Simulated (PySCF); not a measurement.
PPb: frontier orbitals

ωB97M-V at R = 2.410 Å; P x2c-TZVPPall, Pb x2c-TZVPPall; spin-free X2C with a Gaussian nucleus (PySCF 2.14). State: doublet, unpaired electrons π ↑, a mixture of terms (⟨Lz²⟩ = 1.8). Only the outer orbitals are listed, counted within each symmetry.

| spin | orbital | occ. | ε (eV) | on P (%) | main shells (%) |
| --- | --- | --- | --- | --- | --- |
| α | 17σ | 1 | -18.98 | 63 | 61 P s, 31 Pb s |
| α | 18σ | 1 | -14.74 | 38 | 59 Pb s, 30 P s |
| α | 10π | 1 | -8.59 | 77 | 76 P p, 20 Pb p |
| α | 19σ | 1 | -8.30 | 60 | 58 P p, 33 Pb p |
| α | 10π | 1 | -8.04 | 73 | 72 P p, 24 Pb p |
| α | 11π | 0 | -0.68 | 20 | 79 Pb p, 19 P p |
| α | 11π | 0 | -0.40 | 24 | 75 Pb p, 23 P p |
| α | 20σ | 0 | 2.10 | 15 | 96 Pb p, 29 P p |
| β | 17σ | 1 | -18.25 | 54 | 52 P s, 41 Pb s |
| β | 18σ | 1 | -14.41 | 45 | 50 Pb s, 39 P s |
| β | 19σ | 1 | -8.05 | 59 | 57 P p, 35 Pb p |
| β | 10π | 1 | -7.56 | 58 | 57 P p, 40 Pb p |
| β | 10π | 0 | -2.07 | 38 | 60 Pb p, 38 P p |
| β | 11π | 0 | -0.31 | 38 | 60 Pb p, 38 P p |
| β | 11π | 0 | 0.30 | 58 | 58 P p, 40 Pb p |

Q: Which are the highest filled and the lowest empty level, where do they sit, and how wide is the gap?

A: Highest filled β 10π at -7.56 eV (in %: 57 P p, 40 Pb p); lowest empty β 10π at -2.07 eV (in %: 60 Pb p, 38 P p); the gap at ωB97M-V is 5.49 eV. Both belong to one degenerate shell, split only by its one-sided filling, so this is no excitation gap.

```json
{
 "bond order (Mayer)": "2.19",
 "⟨S²⟩": "0.778",
 "charge on P (Mulliken, basis-dependent)": "-0.30",
 "charge on P (Löwdin, basis-dependent)": "-0.15",
 "dipole moment (positive dipole means P(−)Pb(+))": "2.81 D"
}
```

Spin–orbit coupling is left out, which matters for elements this heavy, above all for dissociation energies. The state was picked by a PBE0 search and need not be the measured ground state.
